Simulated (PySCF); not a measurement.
## C3H10Ti: core ionisation energies

Species: TiHMe3, C3H10Ti (singlet state).
Bonds: Ti1–C3, Ti1–C7, Ti1–C11. Hydrogens: H2 on Ti1; H4, H5, H6 on C3; H8, H9, H10 on C7; H12, H13, H14 on C11.

Theory: PySCF 2.14.0, delta-SCF UKS SCAN, pcX-2 on the ionised atom (unc-x2c-TZVPall on a metal), pcseg-1 elsewhere, spin-free X2C. These are vertical core ionisation energies against the vacuum level, from separate self-consistent calculations with and without the core hole.

**Question.** What binding energy does each computed site have?

**Answer.** 
| atom(s) | bonded to | level | binding energy (eV) | 2p1/2 (eV) | count |
| --- | --- | --- | --- | --- | --- |
| Ti1 | 3 C and H | Ti 2p3/2 | 461.77 | 467.49 | 1 |
| C3/C7/C11 | 3 H and Ti | C 1s | 289.41 | – | 3 |

**Question.** Express the binding energy of C 1s of C3/C7/C11 in atomic units and per mole.

**Answer.** 289.41 eV = 10.6356 Eh = 27924 kJ/mol.

**Question.** Which photon energy gives electrons from C 1s of C3/C7/C11 a kinetic energy of 150 eV, and what is their de Broglie wavelength?

**Answer.** hν = 289.41 + 150 = 439.41 eV, recoil neglected; λ = 12.264 Å/√(E/eV) = 1.00 Å.

The first atom of each set that the bonding makes equivalent was ionised and stands for the set. Spin contamination (⟨S²⟩ against 0.75 for a pure doublet) is marked for Ti 2p3/2 of Ti1 (0.94), which makes this value less certain. The 2p values aren't plain energy differences: one relaxed spin-free 2p hole is combined with a matrix within the shell (ground-state 2p orbital-energy differences and spin–orbit coupling). 2p3/2, the mean of its two sublevels, lies a third of the splitting below the shell's mean and 2p1/2 two thirds above it; the statistical areas are 2:1. 2p1/2 minus 2p3/2 (ligand field included): Ti 5.72 eV. Satellites of the metal's 2p lines aren't described. Isolated species at its PBE0-D3(BJ)/def2-SVP geometry, gas phase. Metal 2p energies of this one-determinant scheme are less reliable than its 1s energies.
